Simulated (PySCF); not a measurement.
Gas-phase reaction: Ge(CH₃)₄ + CH₄ = CH₃GeH₃ + C₄H₁₀ (isobutane). Level: M06-2X/def2-TZVP†; standard pressure 1 bar.

Computed with PySCF and rigid-rotor harmonic-oscillator thermochemistry at 1 bar. † marks an energy on the PBE0/def2-TZVP geometry and frequencies. All species are closed-shell singlets. Ge: all electrons, no relativistic terms. The harmonic model lacks anharmonicity and excited electronic states, which grow with temperature; levels with a mode under 35 cm⁻¹ are left out. Internal rotation in Ge(CH₃)₄, CH₃GeH₃, C₄H₁₀ (isobutane) is treated as a harmonic vibration of one conformer, which makes the entropy rough.

| T (K) | 1000/T (1/K) | log10 K |
|---|---|---|
| 600 | 1.6667 | -8.99 |
| 800 | 1.2500 | -6.93 |
| 1000 | 1.0000 | -5.70 |
| 1200 | 0.8333 | ? |
| 1400 | 0.7143 | -4.28 |
| 1600 | 0.6250 | -3.83 |

Q: Fit log10 K = a + b·(1000/T) to the five rows, get the mean ΔH° and ΔS°, and predict log10 K at 1200 K.

A: Means: 1000/T = 1.0512, log10 K = -5.946. Sums of products about the means: Sxy = -3.54491, Sxx = 0.716131, so b = Sxy/Sxx = -4.95 and a = -5.946 − (-4.95)×1.0512 = -0.74.
ΔH° = −R ln 10 × 1000 K × b = −19.145 × (-4.95) = 95 kJ; ΔS° = R ln 10 × a = -14 J/K. The run's own values go from 95 kJ and -13 J/K at 600 K to 97 kJ and -13 J/K at 1600 K.
Prediction at 1200 K: -0.74 + (-4.95)×0.8333 = -4.86. The computed value is -4.87, 0.01 from the line.
For scale, ΔH°(298 K) is 100 kJ at this level, 87 kJ at ωB97M-V/def2-TZVP†, and runs from -52 to 105 kJ over the 18 levels computed.
